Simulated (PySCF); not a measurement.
Simulation results for ClF2Si

Calculation on a computer-drawn molecule: the log of a Hartree-Fock and frozen-core CCSD(T) single point meant for a local Hartree-Fock minimum, with one planted fault or none, to be diagnosed. Offsets are logged minus clean, where the clean run is the same molecule without the fault. The reference is restricted for singlets and unrestricted otherwise, and also for a bond in bohr or an excited solution. Adding or removing an electron swaps singlet and doublet. The excited solution moves the top pair (singlet) or top alpha electron (doublet) to the lowest empty orbital. Highest occupied and lowest empty are orbital energies over both spins, largest force is the largest gradient component, triples share is (T) over the correlation energy, the T1 limit is 0.02 restricted and 0.045 unrestricted, electrons count all cores, a negative frequency is imaginary (commonest isotopes), and the dipole is about the centre of nuclear charge. Program: PySCF 2.14.0.

```yaml
- formula: ClF2Si
  logged_structure:
    atoms_angstrom:
      - [F, -0.9112, 1.749, -1.2405]
      - [Si, 0.0074, 0.4792, -0.7036]
      - [F, -0.9135, 0.1457, 0.6325]
      - [Cl, -1.8067, -2.5132, -3.2673]
  given:
    meant_charge: -1
    meant_multiplicity: 1
    meant_basis: "aug-cc-pV(D+d)Z"
    logged_electrons: 50
    logged_basis_functions: 110
    logged_SCF_converged: "yes"
    logged_spin_squared: 0.0
    "logged_highest_occupied [eV]": -4.5216
    "logged_lowest_empty [eV]": 3.3895
    "logged_largest_force [hartree/bohr]": 0.03317
    logged_T1_diagnostic: 0.015757
    logged_D1_diagnostic: 0.049044
    logged_triples_share: 0.025975
    logged_CC_converged: "yes"
    "logged_dipole_magnitude [debye]": 12.2
    logged_SCF_stable_within_its_kind: "yes"
    "logged_energy_HF [hartree]": -947.50933
    "logged_energy_CCSD(T) [hartree]": -948.21219
    possible_faults: "no fault, one electron removed, one electron added, multiplicity raised by two, geometry at a saddle point, SCF held on an excited solution, minimal basis STO-3G, one bond length entered in bohr, all coordinates scaled"
    drawn_bonds_atom: [1, 2, 2]
    drawn_bonds_other_atom: [2, 3, 4]
    drawn_bonds_order: [1, 1, 1]
  results:
    planted_fault: "one bond length entered in bohr, row 3 of the drawn bonds"
    "HF_energy_offset_from_clean_run [kcal/mol]": 27.38
    "CCSD(T)_energy_offset_from_clean_run [kcal/mol]": 29.09
```
